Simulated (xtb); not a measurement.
Cl2Se, singlet, from a rough starting geometry; GFN2-xTB (xtb).

Here is a job for xtb.
```
$ xtb mol.xyz --gfn 2 --opt vtight --json

# file mol.xyz
3

Se    -0.01676148    -0.02145019     0.92282962
Cl     1.00384371     1.21335503    -0.47054929
Cl    -1.04863885    -1.26825971    -0.46440224
```

Question: Predict the main parts of the log of this xtb run.

Answer: 
```
   ID    Z sym.   atoms
    1   34 Se     1
    2   17 Cl     2, 3

           -------------------------------------------------
          |                Calculation Setup                |
           -------------------------------------------------

           -------------------------------------------------
          |                 G F N 2 - x T B                 |
           -------------------------------------------------

          ...................................................
          :                      SETUP                      :
          :.................................................:
          :  # basis functions                  30          :
          :  # atomic orbitals                  27          :
          :  # shells                            9          :
          :  # electrons                        20          :
          :  max. iterations                   250          :
          :  Hamiltonian                  GFN2-xTB          :
          :  restarted?                      false          :
          :  GBSA solvation                  false          :
          :  PC potential                    false          :
          :  electronic temp.          300.0000000     K    :
          :  accuracy                    1.0000000          :
          :  -> integral cutoff          0.2500000E+02      :
          :  -> integral neglect         0.1000000E-07      :
          :  -> SCF convergence          0.1000000E-05 Eh   :
          :  -> wf. convergence          0.1000000E-03 e    :
          :  Broyden damping             0.4000000          :
          :  net charge                          0          :
          :  unpaired electrons                  0          :
          ...................................................

 iter      E             dE          RMSdq      gap      omega  full diag
   1    -12.3239115 -0.123239E+02  0.734E+00    2.92       0.0  T
   2    -12.3250666 -0.115503E-02  0.369E+00    2.88       1.0  T
   3    -12.3251538 -0.872018E-04  0.750E-01    2.83       1.0  T
   4    -12.3251667 -0.129123E-04  0.139E-01    2.81       1.0  T
   5    -12.3251677 -0.105460E-05  0.517E-02    2.82       1.1  T
   6    -12.3251686 -0.816276E-06  0.155E-02    2.81       3.7  T
   7    -12.3251687 -0.109238E-06  0.114E-02    2.81       5.1  T
   8    -12.3251687 -0.529993E-07  0.874E-03    2.81       6.6  T
   9    -12.3251688 -0.385628E-07  0.230E-03    2.81      25.1  T
  10    -12.3251688 -0.504974E-08  0.238E-03    2.81      24.3  T
  11    -12.3251688 -0.664610E-08  0.118E-03    2.81      49.0  T
  12    -12.3251688 -0.289933E-08  0.648E-04    2.81      89.0  T
  13    -12.3251688 -0.540512E-09  0.595E-04    2.81      97.1  T

   *** convergence criteria satisfied after 13 iterations ***

         :::::::::::::::::::::::::::::::::::::::::::::::::::::
         ::                     SUMMARY                     ::
         :::::::::::::::::::::::::::::::::::::::::::::::::::::
         :: total energy             -12.322018870346 Eh    ::
         :: gradient norm              0.005076737761 Eh/a0 ::
         :: HOMO-LUMO gap              2.814185894137 eV    ::
         ::.................................................::
         :: SCC energy               -12.325168739680 Eh    ::
         :: -> isotropic ES            0.001718894453 Eh    ::
         :: -> anisotropic ES          0.000064677558 Eh    ::
         :: -> anisotropic XC          0.001652391075 Eh    ::
         :: -> dispersion             -0.002524503375 Eh    ::
         :: repulsion energy           0.003149869334 Eh    ::
         :: add. restraining           0.000000000000 Eh    ::
         :: total charge              -0.000000000000 e     ::
         :::::::::::::::::::::::::::::::::::::::::::::::::::::

      -----------------------------------------------------------
     |                   =====================                   |
     |                        A N C O P T                        |
     |                   =====================                   |
     |               Approximate Normal Coordinate               |
     |                Rational Function Optimizer                |
      -----------------------------------------------------------
      -----------------------------------------------------------
     |                   =====================                   |
     |                        A N C O P T                        |
     |                   =====================                   |
     |               Approximate Normal Coordinate               |
     |                Rational Function Optimizer                |
      -----------------------------------------------------------

          ...................................................
          :                      SETUP                      :
          :.................................................:
          :   optimization level         verytight          :
          :   max. optcycles                   200          :
          :   ANC micro-cycles                  20          :
          :   degrees of freedom                 3          :
          :.................................................:
          :   RF solver                   davidson          :
          :   write xtbopt.log                true          :
          :   linear?                        false          :
          :   energy convergence         0.1000000E-06 Eh   :
          :   grad. convergence          0.2000000E-03 Eh/α :
          :   maxmium RF displ.          1.0000000          :
          :   Hlow (freq-cutoff)         0.1000000E-01      :
          :   Hmax (freq-cutoff)         5.0000000          :
          :   S6 in model hess.         20.0000000          :
          ...................................................

generating ANC from exact Hessian ...
Using Lindh-Hessian (1995)
 Shifting diagonal of input Hessian by    1.0854127876693129E-002
[...]
 * total energy  :   -12.3220189 Eh     change       -0.2476117E-09 Eh
 * total energy  :   -12.3216078 Eh     change        0.4110828E-03 Eh
 * total energy  :   -12.3221463 Eh     change       -0.5384932E-03 Eh
 * total energy  :   -12.3221464 Eh     change       -0.1427801E-06 Eh
 * total energy  :   -12.3221494 Eh     change       -0.2993261E-05 Eh
 * total energy  :   -12.3221494 Eh     change       -0.1102931E-07 Eh
   *** GEOMETRY OPTIMIZATION CONVERGED AFTER 6 ITERATIONS ***
[...]
          :  electronic temp.          300.0000000     K    :
          :  accuracy                    1.0000000          :
          :  -> integral cutoff          0.2500000E+02      :
          :  -> integral neglect         0.1000000E-07      :
          :  -> SCF convergence          0.1000000E-05 Eh   :
          :  -> wf. convergence          0.1000000E-03 e    :
          :  Broyden damping             0.4000000          :
          :  net charge                          0          :
          :  unpaired electrons                  0          :
          ...................................................

 iter      E             dE          RMSdq      gap      omega  full diag
   1    -12.3250833 -0.123251E+02  0.209E-04    2.84       0.0  T
   2    -12.3250833 -0.972911E-11  0.166E-04    2.84     348.6  T
   3    -12.3250833 -0.195151E-10  0.573E-05    2.84    1008.0  T

   *** convergence criteria satisfied after 3 iterations ***

         :::::::::::::::::::::::::::::::::::::::::::::::::::::
         ::                     SUMMARY                     ::
         :::::::::::::::::::::::::::::::::::::::::::::::::::::
         :: total energy             -12.322149428266 Eh    ::
         :: gradient norm              0.000031723493 Eh/a0 ::
         :: HOMO-LUMO gap              2.840685900835 eV    ::
         ::.................................................::
         :: SCC energy               -12.325083212738 Eh    ::
         :: -> isotropic ES            0.001770300900 Eh    ::
         :: -> anisotropic ES          0.000031422107 Eh    ::
         :: -> anisotropic XC          0.001618541458 Eh    ::
         :: -> dispersion             -0.002516956182 Eh    ::
         :: repulsion energy           0.002933784472 Eh    ::
         :: add. restraining           0.000000000000 Eh    ::
         :: total charge              -0.000000000000 e     ::
         :::::::::::::::::::::::::::::::::::::::::::::::::::::

           -------------------------------------------------
          |                Property Printout                |
           -------------------------------------------------

    * Orbital Energies and Occupations

         #    Occupation            Energy/Eh            Energy/eV
      -------------------------------------------------------------
         1        2.0000           -1.0838990             -29.4944
         2        2.0000           -1.0830169             -29.4704
         3        2.0000           -0.7705866             -20.9687
         4        2.0000           -0.5251573             -14.2903
         5        2.0000           -0.5082148             -13.8292
         6        2.0000           -0.4875845             -13.2678
         7        2.0000           -0.4668233             -12.7029
         8        2.0000           -0.4654642             -12.6659
         9        2.0000           -0.4589353             -12.4883
        10        2.0000           -0.3943757             -10.7315 (HOMO)
        11                         -0.2899824              -7.8908 (LUMO)
        12                         -0.2767392              -7.5305
        13                         -0.0185856              -0.5057
        14                         -0.0168680              -0.4590
        15                         -0.0164354              -0.4472
        16                         -0.0158463              -0.4312
        17                         -0.0139842              -0.3805
        18                         -0.0137318              -0.3737
        19                         -0.0135626              -0.3691
        20                         -0.0124972              -0.3401
        21                          0.0061612               0.1677
       ...                                ...                  ...
        27                          0.8637359              23.5034
      -------------------------------------------------------------
                  HL-Gap            0.1043933 Eh            2.8407 eV
             Fermi-level           -0.3421790 Eh           -9.3112 eV

     #   Z          covCN         q      C6AA      α(0)
     1  34 Se       1.776     0.074   233.157    26.609
     2  17 Cl       0.893    -0.037   100.296    15.321
     3  17 Cl       0.893    -0.037   100.296    15.321

 Mol. C6AA /au·bohr⁶  :       1241.854845
 Mol. C8AA /au·bohr⁸  :      66429.439239
 Mol. α(0) /au        :         57.250877

Wiberg/Mayer (AO) data.
largest (>0.10) Wiberg bond orders for each atom

 ---------------------------------------------------------------------------
     #   Z sym  total        # sym  WBO       # sym  WBO       # sym  WBO
 ---------------------------------------------------------------------------
     1  34 Se   2.607 --     3 Cl   1.304     2 Cl   1.304
     2  17 Cl   1.367 --     1 Se   1.304
     3  17 Cl   1.367 --     1 Se   1.304
 ---------------------------------------------------------------------------

Topologies differ in total number of bonds
Writing topology from bond orders to xtbtopo.mol

molecular dipole:
                 x           y           z       tot (Debye)
 q only:        0.000       0.000       0.192
   full:        0.000      -0.000       0.011       0.029
molecular quadrupole (traceless):
                xx          xy          yy          xz          yz          zz
 q only:       -0.159      -0.521      -0.358      -0.009      -0.011       0.517
  q+dip:        0.059      -0.459      -0.116       0.000       0.000       0.058
   full:       -0.417       0.565      -0.201       0.000      -0.000       0.618

optimized geometry written to: xtbopt.xyz

           -------------------------------------------------
          | TOTAL ENERGY              -12.322149428266 Eh   |
          | GRADIENT NORM               0.000031723493 Eh/α |
          | HOMO-LUMO GAP               2.840685900835 eV   |
           -------------------------------------------------

normal termination of xtb
```
